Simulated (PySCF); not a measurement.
# Si2BH6O4F

The system: Si2BH6O4F, a molecule drawn to mimic a surface site (built as: Si site whose three back bonds go to SiH3, OH, OB(OH)2; end group F); neutral, singlet. The structure, one conformer, was relaxed in the gas phase by PBE0-D3(BJ)/def2-SVP. No frequency run checks that it is a minimum.

SMILES: OB(O)O[Si](O)(F)[SiH3]

Coordinates in Å:
```
Si1    -0.561    1.031   -0.376
Si2    -1.846   -0.269    1.064
O3     -1.387    1.253   -1.781
O4      0.954    0.438   -0.729
B5      1.656   -0.595   -0.173
O6      1.068   -1.350    0.798
O7      2.922   -0.882   -0.582
F8     -0.278    2.484    0.295
H9     -3.208    0.346    1.141
H10    -1.974   -1.660    0.541
H11    -1.244   -0.272    2.428
H12    -0.972    1.785   -2.468
H13     1.643   -2.053    1.119
H14     3.221   -0.272   -1.263
```

Shieldings: GIAO PBE0/pcSseg-1. Shifts are against computed references at the same level: H TMS (σ 31.27 ppm), Si TMS (σ 352.0 ppm). Core levels by delta-SCF with SCAN, pcX-2 on the ionised atom and pcseg-1 elsewhere, spin-free X2C (2p3/2 is the spin-free 2p value less a third of a first-order spin-orbit splitting); from the vacuum level, for chosen atoms.

**Question.** Give the shieldings and core levels atom by atom.

**Answer.** 
```
     atoms         bonded to  σ (ppm)  δ (ppm)  core level (eV)
       Si1  1 F + 2 O + 1 Si    381.3    -29.3     2p3/2 108.41
       Si2        1 Si + 3 H    463.4   -111.4     2p3/2 106.66
        O3        1 Si + 1 H    264.3        -        1s 538.93
        O4        1 B + 1 Si    201.1        -        1s 538.52
        B5               3 O     83.0        -                -
        O6         1 B + 1 H    247.6        -                -
        O7         1 B + 1 H    246.3        -                -
        F8              1 Si    295.6        -        1s 692.11
H9 H10 H11              1 Si    27.84     3.43                -
       H12               1 O    28.93     2.33                -
       H13               1 O    28.13     3.14                -
       H14               1 O    28.22     3.05                -
```

Values are those of this one static structure, with the three H of a rotating XH3 group averaged; atoms that internal rotation interchanges would show their mean in an NMR spectrum.

**Question.** Which of Si1, Si2 holds its core electrons tightest, and by how much against the loosest?

**Answer.** Si1 (bonded to 1 F + 2 O + 1 Si), by 1.75 eV over Si2 (bonded to 1 Si + 3 H).

**Question.** By CAM-B3LYP/def2-SVPD (TDDFT singlets, Tamm-Dancoff triplets, ionisation by delta-SCF), where does absorption start, and what does vertical ionisation take?

**Answer.** The lowest singlet lies at 7.82 eV (f 0.089), the strongest of the first 6 at 7.90 eV (f 0.121), the lowest triplet at 6.81 eV; vertical ionisation takes 10.82 eV.
